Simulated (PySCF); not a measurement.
PySCF 2.14 output of an unrestricted LDA calculation on a single atom or ion in x2c-TZVPPall (5s5p3d1f, 42 functions), with scalar relativity by spin-free X2C-1e:

```
SCF conv_tol = 1e-09
number electrons alpha = 7  beta = 5
    P. A. M. Dirac.,  Math. Proc. Cambridge Philos. Soc. 26, 376 (1930)
    F. Bloch.,  Z. Phys. 57, 545 (1929)
    S. H. Vosko, L. Wilk, and M. Nusair.,  Can. J. Phys. 58, 1200 (1980)
cycle= 1 E= -287.363641951537  delta_E= -0.0106  |g|= 0.0313  |ddm|= 0.114
cycle= 2 E= -287.36370440192  delta_E= -6.25e-05  |g|= 0.0158  |ddm|= 0.00866
cycle= 3 E= -287.363726852975  delta_E= -2.25e-05  |g|= 0.000344  |ddm|= 0.00298
cycle= 4 E= -287.363726874172  delta_E= -2.12e-08  |g|= 1.91e-05  |ddm|= 0.000191
cycle= 5 E= -287.363726874225  delta_E= -5.37e-11  |g|= 3.03e-07  |ddm|= 9.07e-06
converged SCF energy = -287.363726874225  <S^2> = 2.0000284  2S+1 = 3.0000189
```

The run itself started from symmetry-adapted Hartree-Fock orbitals and held the occupation by maximum overlap, on a logarithmic radial grid, so the iterations belong to that start.

Problem. Which element, charge and spin multiplicity is this?

Solution. Si(2+) (silicon, charge +2), multiplicity 3; the state was [Ne] 3p2, high-spin 3P determinant (an excited configuration).
